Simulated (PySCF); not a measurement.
1-chlorocyclobutene (C4H5Cl), SMILES ClC1=CCC1.

Coordinates come from a PBE-D3(BJ)/def2-SVP optimisation.

Level of theory: PBE-D3(BJ)/def2-SVP (PySCF).

Frequencies are harmonic and unscaled.

```
mode  ν (cm⁻¹)  IR (km/mol)  Raman (Å⁴/amu)  depolarisation  moving atoms (share of kinetic energy)
----  --------  -----------  --------------  --------------  --------------------------------------
1          209          0.8             0.1            0.75                  C 52 %, H 39 %, Cl 9 %
2          301          1.0             3.5            0.75                 C 64 %, Cl 19 %, H 18 %
3          398          8.2             2.0            0.75                          C 54 %, H 44 %
4          489         12.2             9.2            0.36                         Cl 54 %, C 38 %
5          742         16.1             0.3            0.75                          H 78 %, C 21 %
6          843          9.8             5.2            0.75                          H 85 %, C 15 %
7          860         45.9             2.0            0.34                          C 84 %, H 14 %
8          897         12.1             9.4            0.39                          C 68 %, H 31 %
9          917          4.8             8.8            0.74                          H 60 %, C 40 %
10         993          0.2             2.5            0.75                          H 53 %, C 47 %
11        1044          1.1             7.9            0.75                          H 85 %, C 15 %
12        1112          0.2             8.0            0.75                          H 86 %, C 14 %
13        1120         23.7             2.0            0.37                          C 73 %, H 26 %
14        1136          1.5             6.9            0.57                          H 62 %, C 38 %
15        1171         11.0             9.0            0.11                          H 60 %, C 39 %
16        1243         46.7             1.5            0.71                          C 66 %, H 34 %
17        1386          1.2            29.3            0.75                                  H 92 %
18        1410          1.0            22.4            0.35                          H 84 %, C 16 %
19        1618         56.4            24.0            0.10                                  C 93 %
20        2976         38.4           210.7            0.19                                  H 95 %
21        2991         22.9           184.3            0.08                                  H 95 %
22        3032         10.1           131.2            0.75                          H 90 %, C 10 %
23        3052         15.9           101.6            0.75                          H 90 %, C 10 %
24        3160          3.8           126.9            0.28                           H 91 %, C 9 %
```
